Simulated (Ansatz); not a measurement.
Cost and result for the atomization energy of C2H7OSi, SMILES `CO[SiH]C` radical (11 atoms, 10 bonds).

```xyz
11

C    -1.4535    0.5346    1.3970
O    -0.7838   -0.1340    0.3556
Si    0.4368    0.5383   -0.5276
C     1.2047   -0.8416   -1.5210
H    -2.0298   -0.2011    1.9613
H    -0.7509    1.0252    2.0811
H    -2.1429    1.2899    1.0048
H     1.4271    1.1604    0.4162
H     2.0482   -0.4645   -2.1038
H     0.4782   -1.2770   -2.2095
H     1.5658   -1.6303   -0.8542
```

Charge 0, multiplicity 2. The geometry is a stationary point of PBE0-D4/def2-TZVP. It is one conformer, not always the lowest. Program: Ansatz. All runs use 4 threads of an AMD EPYC 9R45 on a shared host. Times are those of one run each, without the atoms' runs, and a repeat can differ threefold. Electronic energies, without spin–orbit coupling; frozen cores. CCSD(T)/CBS adds CCSD(T) − MP2 in def2-TZVPP to the MP2 limit, and its time is that of the two runs behind it. T1 = 0.013; ⟨S²⟩ of the reference is 0.75. B3LYP takes the VWN-RPA correlation (the form of Gaussian; ORCA's B3LYP/G).

CCSD(T)/CBS is a level of theory with its own doubt, some kJ/mol a heavy atom from the limit and from the frozen cores, so smaller differences don't rank the functionals.

```json
{"level": "CAM-B3LYP-D4/def2-TZVPP", "functions": "233", "atomization (kJ/mol)": "4010.2", "difference from CCSD(T)/CBS": "25.3", "per bond": "2.5"}
{"level": "PBE-QIDH/def2-TZVPP", "functions": "233", "atomization (kJ/mol)": "3958.0", "difference from CCSD(T)/CBS": "-26.9", "per bond": "-2.7"}
{"level": "PBE-D4/def2-TZVPP (with forces)", "functions": "233", "atomization (kJ/mol)": "4039.8", "difference from CCSD(T)/CBS": "54.9", "per bond": "5.5"}
{"level": "revPBE-D4/def2-TZVPP", "functions": "233", "atomization (kJ/mol)": "3955.5", "difference from CCSD(T)/CBS": "-29.4", "per bond": "-2.9"}
{"level": "B2PLYP/def2-TZVPP", "functions": "233", "atomization (kJ/mol)": "3946.9", "difference from CCSD(T)/CBS": "-38.0", "per bond": "-3.8"}
{"level": "BLYP-D4/def2-TZVPP", "functions": "233", "atomization (kJ/mol)": "3976.4", "difference from CCSD(T)/CBS": "-8.5", "per bond": "-0.8"}
{"level": "B3LYP-D4/def2-TZVPP (with forces)", "functions": "233", "atomization (kJ/mol)": "3991.5", "difference from CCSD(T)/CBS": "6.6", "per bond": "0.7"}
{"level": "CCSD(T)/CBS(def2)", "functions": "–", "atomization (kJ/mol)": "3984.9", "difference from CCSD(T)/CBS": "0.0", "per bond": "0.0"}
{"level": "MP2/def2-QZVPP", "functions": "451", "atomization (kJ/mol)": "3986.8", "difference from CCSD(T)/CBS": "1.9", "per bond": "0.2"}
{"level": "CCSD(T)/def2-SVP", "functions": "95", "atomization (kJ/mol)": "3761.2", "difference from CCSD(T)/CBS": "-223.7", "per bond": "-22.4"}
{"level": "ωB97M-V/def2-TZVPP (with forces)", "functions": "233", "atomization (kJ/mol)": "3989.0", "difference from CCSD(T)/CBS": "4.1", "per bond": "0.4"}
{"level": "r2SCAN-D4/def2-TZVPP (with forces)", "functions": "233", "atomization (kJ/mol)": "4003.9", "difference from CCSD(T)/CBS": "19.0", "per bond": "1.9"}
{"level": "CCSD(T)/def2-TZVPP", "functions": "233", "atomization (kJ/mol)": "3888.4", "difference from CCSD(T)/CBS": "-96.5", "per bond": "-9.7"}
```

**Question.** Order the runs by time, with rough figures. (Estimate.)

**Answer.** Computed: revPBE-D4/def2-TZVPP 0.95 s; BLYP-D4/def2-TZVPP 0.95 s; PBE-D4/def2-TZVPP (with forces) 1.1 s; CAM-B3LYP-D4/def2-TZVPP 1.6 s; B3LYP-D4/def2-TZVPP (with forces) 1.6 s; r2SCAN-D4/def2-TZVPP (with forces) 1.9 s; PBE-QIDH/def2-TZVPP 1.9 s; B2PLYP/def2-TZVPP 2 s; CCSD(T)/def2-SVP 3.2 s; ωB97M-V/def2-TZVPP (with forces) 4 s; MP2/def2-QZVPP 7 s; CCSD(T)/def2-TZVPP 3.5 min; CCSD(T)/CBS(def2) 3.7 min.

At CCSD(T), def2-SVP lies −223.7 kJ/mol from the extrapolated value and def2-TZVPP −96.5 kJ/mol: correlation converges slowly with the basis, and small sets miss more of it in the bonded molecule than in its fragments. Leaving LDA and LC-ωPBE aside and taking each functional with its dispersion term where it has one, the values, not all of them listed here, spread over 145.2 kJ/mol, from BHLYP-D4 to PBE-D4. LDA lies +496.7 kJ/mol from PBE without D4, its usual overbinding. From BLYP to BHLYP (50 % exact exchange), in def2-TZVPP and without D4, the atomization energy moves by −62.2 kJ/mol: exact exchange takes away binding that semilocal exchange gives to molecules.
